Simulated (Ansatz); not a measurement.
Molecule: SiCl$_{2}$, charge 0, multiplicity 1. SMILES: Cl[Si]Cl
Geometry from a B3LYP-D3(BJ)/def2-TZVP (Ansatz, a program for electronic structure) optimisation:
```xyz
3

Si    -0.0165     0.0173     0.9364
Cl     1.0611     1.2272    -0.3899
Cl    -1.0475    -1.2415    -0.3813
```
Charge 0, spin multiplicity 1.

Atomisation energy built up term by term with Ansatz (kcal/mol; UHF references for open shells; valence terms freeze the core; atomic spin-orbit terms are left out). Basis-set limits of correlation are two-point, X^-3; Hartree-Fock from the larger set.

The Hartree-Fock reference is unstable (checked in the largest basis), which strains HF and MP2. 

| term | basis | kcal/mol |
|---|---|---|
| Hartree-Fock | cc-pV(Q+d)Z | … |
| CCSD correlation | CBS(cc-pV(T+d)Z,cc-pV(Q+d)Z) | 55.91 |
| (T) | CBS(cc-pV(T+d)Z,cc-pV(Q+d)Z) | … |
| core correlation | cc-pwCVTZ | 0.58 |
| scalar relativity (X2C) | cc-pVTZ-DK against cc-pVTZ | -0.40 |
| sum: De |  | … |

**Question.** Fill in the missing entries.

**Answer.** 
- Hartree-Fock, kcal/mol: 145.13
- (T), kcal/mol: 7.37
- sum: De, kcal/mol: 208.6
